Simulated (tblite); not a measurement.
Computed values, GFN2-xTB/tblite, gas phase, harmonic and unscaled. Against measured fundamentals such values can be off by several per cent, at times by over 20. Modes of hydrogen on phosphorus and silicon can be 10 to 20 % off. One conformer each. Open shells enter through the occupations alone, without spin polarisation, and single modes of such species can be off by tens of per cent. Thermal functions are those of the rigid rotor and harmonic oscillator, without mixing of conformers.

Question: Order these by their zero-point energy, highest first (kcal/mol).
A. `FC1=C(C#N)SC[CH]1` [radical]
B. `C(F)(C(=O)[C@@H]1C[C@@H]2C[C@@H]2C1)(F)F`
C. `C=C1CO[C+]1CSC`
D. `C[S@@](=O)[C@@H]1C[C@H](C=O)S1`
E. `C=CCn1ncpc1F`
F. `C[C@@H]1[SiH2]C[SiH2]C[Si@@H]1P`

Answer: F (105.4), B (98.4), C (83.2), D (76.4), E (66.2), A (41.1).

```csv
SMILES,atoms,mass (u),symmetry number,modes under 300 cm⁻¹,ZPE (kcal/mol),S translation (cal/(mol K)),S rotation,S vibration,S spin,S,Cp
C[C@@H]1[SiH2]C[SiH2]C[Si@@H]1P,23,178.02,1,11,105.4,39.5,29.6,26.0,0.0,95.0,38.2
O=C([C@@H]1C[C@@H]2C[C@@H]2C1)C(F)(F)F,21,178.06,1,8,98.4,39.5,29.4,23.5,0.0,92.4,30.4
C=C1CO[C+]1CSC,17,129.04,1,7,83.2,38.5,27.4,14.5,0.0,80.5,25.8
C[S@@](=O)[C@@H]1C[C@H](C=O)S1,17,164.00,1,9,76.4,39.2,28.5,22.9,0.0,90.7,29.8
C=CCn1ncpc1F,15,144.03,1,5,66.2,38.8,28.1,16.8,0.0,83.8,24.5
N#CC1=C(F)[CH]CS1,11,128.00,1,4,41.1,38.5,27.5,9.7,1.4,77.1,21.4
```

Entropies and Cp are for 200 K and 1 bar.
